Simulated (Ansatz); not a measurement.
The pair A = CH3F (SMILES CF) (first 5 atoms), B = C2H3F (SMILES C=CF); geometry from B3LYP-D3(BJ)/def2-TZVP.
(charge 0, multiplicity 1):
```json
[
 {"atom": "C", "x (Å)": "0.3677", "y (Å)": "0.6683", "z (Å)": "-0.2241"},
 {"atom": "F", "x (Å)": "-1.0092", "y (Å)": "0.5520", "z (Å)": "-0.0261"},
 {"atom": "H", "x (Å)": "0.5807", "y (Å)": "1.6753", "z (Å)": "-0.5837"},
 {"atom": "H", "x (Å)": "0.8713", "y (Å)": "0.4874", "z (Å)": "0.7244"},
 {"atom": "H", "x (Å)": "0.6732", "y (Å)": "-0.0702", "z (Å)": "-0.9659"},
 {"atom": "C", "x (Å)": "-1.3213", "y (Å)": "-0.2474", "z (Å)": "3.2567"},
 {"atom": "C", "x (Å)": "-0.1372", "y (Å)": "-0.2933", "z (Å)": "3.8301"},
 {"atom": "F", "x (Å)": "1.0032", "y (Å)": "-0.0339", "z (Å)": "3.1475"},
 {"atom": "H", "x (Å)": "-1.4440", "y (Å)": "-0.0001", "z (Å)": "2.2111"},
 {"atom": "H", "x (Å)": "-2.1966", "y (Å)": "-0.4640", "z (Å)": "3.8515"},
 {"atom": "H", "x (Å)": "0.0692", "y (Å)": "-0.5312", "z (Å)": "4.8650"}
]
```

Frozen-core correlation. MP2 and its Hartree–Fock in aug-cc-pVTZ are density fitted.

Codes used: Ansatz (Gaussian basis) for Hartree–Fock, density functionals and correlated methods. Values without a source in brackets are computed.

The counterpoise-corrected interaction energy is E(AB) − E(A in the pair's basis) − E(B in the pair's basis). Total energies (hartree):

| level | AB | A in the pair's basis | B in the pair's basis |
|---|---|---|---|
| HF/aug-cc-pVDZ | -315.9671914 | -139.0575954 | -176.9082484 |
| MP2/aug-cc-pVDZ | -316.8087036 | -139.4177533 | -177.3880060 |
| HF/aug-cc-pVTZ | -316.0544197 | -139.0970258 | -176.9561640 |
| MP2/aug-cc-pVTZ | -317.0883311 | -139.5418256 | -177.5431846 |
| CCSD(T)/aug-cc-pVDZ | -316.8802366 | -139.4475749 | -177.4295366 |

### Question
Work out the counterpoise-corrected interaction energy at the basis-set limit: extrapolate the MP2 correlation part as X⁻³, take Hartree–Fock from the larger set, and add the CCSD(T) − MP2 difference of aug-cc-pVDZ.

### Answer

1. Differences (1 hartree = 627.509 kcal/mol): HF/aug-cc-pVDZ -0.846; MP2/aug-cc-pVDZ -1.848; HF/aug-cc-pVTZ -0.772; MP2/aug-cc-pVTZ -2.084; CCSD(T)/aug-cc-pVDZ -1.961.
2. Correlation parts, MP2 less HF: -1.002 in aug-cc-pVDZ (X = 2), -1.312 in aug-cc-pVTZ (X = 3).
3. Limit (3³·(-1.312) − 2³·(-1.002))/(3³ − 2³) = -1.443; with HF/aug-cc-pVTZ it gives -2.215.
4. CCSD(T) less MP2 in aug-cc-pVDZ: -0.113.
Result: -2.33 kcal/mol, against -1.85 at MP2/aug-cc-pVDZ. It is an estimate of this method's limit, not of the exact value.

Ansatz is a quantum-chemistry and plane-wave program.
